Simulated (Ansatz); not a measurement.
Two members of one family (BN nanocrystals, H-capped) that differ in charge, which shifts all levels, computed with Ansatz in the gas phase. The two geometries come from different levels. A negative affinity means that the extra electron isn't bound at that geometry and level; within about 0.2 eV of zero the sign isn't settled. Sets without diffuse functions give affinities that are too small. A dash marks a value that wasn't run or was left out as unsound. The structures are stationary points that may keep the symmetry of their start. Remarks come from the PBE and PBE0 runs and from stability tests at other levels; not every state was tested. A HOMO above zero means that the electron is unbound at that level and held by the basis, or that self-interaction error raises the level; the energy of removing that electron tells which. HOMO above LUMO (over both spins in singlets and doublets, within one spin in higher multiplets; at PBE or PBE0), or a gap under 0.15 eV within one spin, warns that the state may not be the lowest or that an electron is smeared out.

First: B6N7H20⁺, cut from zinc blende (singlet, charge 1, r2SCAN-D4/def2-SVP geometry).

Cartesian coordinates in Å:
```
N -1.199 -1.909 0.721
N 0.166 1.825 -1.953
N 0.381 -1.176 -1.117
N -1.297 0.471 -0.223
N -0.444 0.003 2.158
N 1.125 0.784 0.276
N 1.252 -1.593 1.225
B -1.325 1.501 -1.482
B -1.113 -1.010 -0.613
B -0.188 -1.511 1.863
B 1.387 1.851 -0.925
B 1.474 -0.675 -0.082
B -0.304 0.979 0.864
H -1.106 -2.903 0.487
H -2.161 -1.859 1.078
H 0.115 2.783 -2.310
H 0.407 1.290 -2.790
H 0.568 -2.135 -1.424
H 0.489 -0.637 -1.981
H -2.258 0.604 0.107
H -1.370 0.140 2.577
H 0.183 0.341 2.896
H 1.817 1.131 0.945
H 1.503 -2.566 1.023
H 1.955 -1.327 1.923
H -1.928 0.966 -2.398
H -1.836 2.527 -1.082
H -1.915 -1.424 -1.422
H -0.297 -2.219 2.842
H 2.408 1.528 -1.506
H 1.434 2.950 -0.408
H 2.601 -0.841 -0.494
H -0.525 2.112 1.227
```

| level | HOMO (eV) | LUMO (eV) | gap (eV) | vertical IE (eV) | vertical EA (eV) |
| --- | --- | --- | --- | --- | --- |
| PBE-D4/def2-SVP | -9.47 | -4.49 | 4.98 | – | – |
| PBE-D4/def2-TZVP | -9.62 | -4.93 | 4.69 | 12.32 | 3.25 |
| r2SCAN-D4/def2-TZVP | -9.90 | -4.29 | 5.62 | – | – |
| PBE0-D4/def2-SVP | -10.86 | -3.56 | 7.30 | – | – |
| PBE0-D4/def2-TZVP | -10.96 | -4.08 | 6.88 | 12.86 | 2.93 |

Remarks: gap within one spin near zero at PBE or PBE0 (+2 doublet).

Second: B7N7H20, cut from zinc blende (singlet, charge 0, PBE-D4/def2-SVP geometry).

```xyz
34

B     0.200   -0.504   -2.361
B     1.377    0.341    2.042
B     0.675   -1.360    0.056
B     0.830    1.181   -0.473
B    -1.598    1.136   -1.422
B    -1.118    0.274    0.991
B    -1.753   -1.414   -0.892
N     1.717    1.367    0.905
N     1.055   -0.269   -0.982
N    -1.301   -0.323   -1.931
N     1.568   -1.083    1.415
N    -0.161    0.492    2.317
N    -0.817   -1.140    0.425
N    -0.669    1.303   -0.083
H     0.436   -1.650   -2.748
H     0.558    0.357   -3.167
H     2.058    0.510    3.053
H     0.946   -2.503   -0.292
H     1.222    2.051   -1.240
H    -1.234    1.992   -2.232
H    -2.772    1.275   -1.075
H    -2.269    0.426    1.384
H    -1.510   -2.556   -1.285
H    -2.927   -1.265   -0.546
H     2.716    1.321    0.655
H     1.602    2.336    1.236
H     2.019   -0.396   -1.314
H    -1.870   -0.464   -2.775
H     2.559   -1.257    1.192
H     1.349   -1.821    2.101
H    -0.470   -0.163    3.050
H    -0.374    1.416    2.722
H    -1.148   -1.872    1.068
H    -0.896    2.261    0.207
```

**Question.** Estimate the same table for the second.

**Answer.** 
```tsv
level	HOMO (eV)	LUMO (eV)	gap (eV)	vertical IE (eV)	vertical EA (eV)
PBE-D4/def2-SVP	-4.84	-1.15	3.69	–	–
PBE-D4/def2-TZVP	-5.07	-1.69	3.38	7.58	0.05
r2SCAN-D4/def2-TZVP	-5.35	-1.05	4.30	–	–
PBE0-D4/def2-SVP	-6.19	-0.24	5.96	–	–
PBE0-D4/def2-TZVP	-6.36	-0.87	5.49	8.11	-0.23
```

Remarks: HOMO above zero (-1 doublet).
